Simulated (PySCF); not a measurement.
All numbers come from PySCF, PBE0, basis Y def2-TZVP with ECP28, S def2-TZVP, I def2-TZVP with ECP28 (scalar-relativistic core potentials, no spin–orbit coupling, density fitting). Open shells, if any, are unrestricted.

What shape and geometry does isolated singlet YSI take (every ligand bound to Y)?

Formally Y is in oxidation state +3, d0. The polar-tensor charge on Y, 1.54, is far below the formal one. The lowest minimum found is a singlet of Cs symmetry with Y–I 2.840 Å, Y–S 2.280 Å; I–Y–S 120.9°. Its harmonic wavenumbers are 64 (a'), 203 (a'), 500 (a') cm⁻¹ and its dipole moment is 7.25 D.

Stability towards spin polarisation was not tested. Other isomers or separated fragments may lie lower.
